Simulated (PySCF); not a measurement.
**Electronic structure of Ga²⁺ (gallium, charge +2) at the UHF level**

Configuration: [Ar] 3d10 4s1, 2S determinant. Computed with PySCF 2.14 in aug-cc-pwCVTZ-PP with ECP10MDF, with scalar relativity through the core potential.

* Total energy: -257.409926 hartree
* One-electron energy: -448.1294 hartree
* Hartree (Coulomb) energy: 212.0895 hartree
* Exchange energy: -21.3701 hartree
* ⟨S²⟩: 0.7505
* ⟨L²⟩: 0.000
* Sum of ⟨r⟩: 15.40 bohr
* Sum of ⟨r²⟩: 17.25 bohr²

```
shell  electrons  mean orbital energy (hartree)  rms radius, mean of both spins (bohr)
 3s α          1                       -7.33695                                  0.701
 3s β          1                       -7.32135                                  0.701
 3p α          3                       -5.31568                                  0.738
 3p β          3                       -5.31093                                  0.738
 3d α          5                       -1.90830                                  0.881
 3d β          5                       -1.90363                                  0.881
 4s α          1                       -1.09288                                   2.29
```

Energies and moments cover only the electrons outside the core potential.
